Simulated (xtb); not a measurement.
C₂H₆Sb (SMILES [CH3][Sb+][CH3]), charge +1, singlet, geometry from GFN2-xTB, atoms displaced at random by about 0.05 Å a coordinate. Base run: GFN2-xTB (xtb).

Input for xtb:
```
$ xtb mol.xyz --gfn 2 --chrg 1 --opt --json

# file mol.xyz
9

Sb     0.20836558     0.06648844     0.33686530
C      0.56774620    -0.02585232    -1.73894637
H      0.60531574    -1.03972197    -2.06446112
H      1.43059496     0.40214668    -2.11458714
H     -0.29389157     0.57852548    -2.27471767
C     -1.86262685    -0.29034029     0.17682579
H     -2.03053342    -1.16703488    -0.51388696
H     -2.33684333     0.64161588    -0.16173730
H     -2.25277885    -0.60108359     1.16886168
```

Each row names what was changed in the base input (with any setting that the change needs).

```json
[
 {"change": "base", "ΔE vs base (kcal/mol)": "0.000", "optimiser steps": "7"},
 {"change": "opt level = loose", "ΔE vs base (kcal/mol)": "0.020", "optimiser steps": "5"},
 {"change": "engine = lbfgs", "ΔE vs base (kcal/mol)": "0.000", "optimiser steps": "-"},
 {"change": "alpb = cs2", "ΔE vs base (kcal/mol)": "…", "optimiser steps": "7"},
 {"change": "opt level = crude", "ΔE vs base (kcal/mol)": "0.020", "optimiser steps": "5"},
 {"change": "alpb = hexane", "ΔE vs base (kcal/mol)": "…", "optimiser steps": "7"},
 {"change": "opt level = lax", "ΔE vs base (kcal/mol)": "0.000", "optimiser steps": "7"},
 {"change": "engine = inertial", "ΔE vs base (kcal/mol)": "0.017", "optimiser steps": "-"},
 {"change": "opt level = sloppy", "ΔE vs base (kcal/mol)": "0.020", "optimiser steps": "5"},
 {"change": "opt level = vtight", "ΔE vs base (kcal/mol)": "-0.002", "optimiser steps": "17"}
]
```

Question: Some entries are withheld; supply them.

Answer: 
- alpb = cs2, ΔE vs base (kcal/mol): -34.94
- alpb = hexane, ΔE vs base (kcal/mol): -31.90
